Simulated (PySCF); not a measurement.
## How methods differ on the ionisation energy of P²⁺

P²⁺ [Ne] 3s2 3p1 (2P) → P³⁺ [Ne] 3s2 (1S), as a difference of total energies. Calculation: PySCF 2.14, in aug-cc-pV(T+d)Z with one added diffuse shell each of s, p, d, f type (7s6p5d3f, 71 functions); no relativity, point nucleus. Correlated levels: valence: [Ne] frozen. The calculations carry no spin-orbit coupling.

| method | ionisation energy (eV) |
| --- | --- |
| UHF | 29.581 |
| LDA | 30.204 |
| PBE | 30.239 |
| PBE0 | 30.260 |
| r2SCAN | 30.370 |
| TPSSh | 30.375 |
| BP86 | 30.333 |
| BHandHLYP | 30.144 |
| MP2 (valence) | 29.878 |

Task: Estimate what SCS-MP2 (valence) gives.

Result: 29.868 eV, closest to MP2 (valence) among the rows shown.

Task: Estimate what PW91 gives.

Result: 30.316 eV, closest to BP86 among the rows shown.

A first-order spin-orbit estimate (lowest level to lowest level, LS coupling) adds 0.041 eV.

Errors of the correlated levels include the incompleteness of this basis and the frozen core.

For comparison: 30.203 eV (measured; NIST Atomic Spectra Database, ionization energies).
